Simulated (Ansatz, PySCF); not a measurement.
Spin states of H2O2Ru (SMILES [OH][Ru][OH]), each relaxed with B3LYP-D3(BJ)/def2-TZVP.
State 1 (charge 0, multiplicity 5):
```csv
atom,x (Å),y (Å),z (Å)
Ru,-0.1084,-0.1435,-0.1450
O,1.3627,-0.0511,-1.3600
H,1.8602,0.7350,-1.6023
O,-1.5981,-0.2649,1.0446
H,-1.5702,-0.2458,2.0053
```
State 2 (charge 0, multiplicity 3):
```xyz
5

Ru    -0.306    -0.524    -0.432
O      1.375    -0.070    -1.080
H      1.601     0.830    -1.344
O     -1.483    -0.073     0.934
H     -1.240    -0.133     1.866
```

Singlets are restricted, other states unrestricted; no spin–orbit coupling, no relativity up to Kr; see below for the cores. The largest T1 diagnostic is 0.026.

Codes used: Ansatz (Gaussian basis) for Hartree–Fock, density functionals and correlated methods; PySCF for the dispersion terms. Values without a source in brackets are computed. In def2 rows elements past Kr take small-core potentials, without spin–orbit coupling.

One of these levels gives 0.128 eV for the energy of the multiplicity-3 state less that of the multiplicity-5 state. Which one is it?
A. SVWN5/def2-TZVPP
B. r2SCAN-D3(BJ)/def2-TZVPP
C. BHLYP/def2-TZVPP
D. PBE-D4/def2-TZVPP

A, SVWN5/def2-TZVPP. The others give 0.297 (PBE-D4/def2-TZVPP), 0.605 (r2SCAN-D3(BJ)/def2-TZVPP), 0.862 (BHLYP/def2-TZVPP)

Ansatz is a first-principles code.
